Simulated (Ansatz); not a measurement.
Reaction (redistribution): `C[N](C)[Zr]([Cl])([N](C)C)[N](C)C` + `C[CH2][In]([OH])[Cl]` → `C[N](C)[Zr]([OH])([N](C)C)[N](C)C` + `C[CH2][In]([Cl])[Cl]`

Program: Ansatz. Geometries: PBE0-D4/def2-TZVP. ΔE: electronic, gas phase. CCSD(T)/CBS is the MP2 limit (def2-TZVPP, def2-QZVPP) plus CCSD(T) − MP2 in def2-TZVPP, frozen cores. Functionals use def2-TZVPP. Elements past krypton have def2 core potentials. For In, Zr outer-core shells are correlated without core-valence functions, which leaves a few kJ/mol of doubt a bond. One conformer a species, not always the lowest.

```json
{"level": "r2SCAN0", "ΔE (kcal/mol)": "-7.2"}
{"level": "BHLYP", "ΔE (kcal/mol)": "-9.4"}
```

Task: What does CCSD(T)/CBS give? (Best estimate.)

Result: Computed: -5.5 kcal/mol. The listed levels differ from it by -1.7, -3.9 kcal/mol.

Largest T1 diagnostic among the species: 0.015.

From BLYP to BHLYP (50 % exact exchange), in def2-TZVPP and without D4, ΔE moves by −1.8 kcal/mol. The D4 term adds +1.0 kcal/mol with B3LYP and +0.5 kcal/mol with PBE0; it sums over pairs of atoms, weighted by their polarisabilities, and B3LYP, whose exchange is more repulsive, gets the larger term.

B3LYP here is the variant with VWN-RPA as its local correlation; programs differ in this.
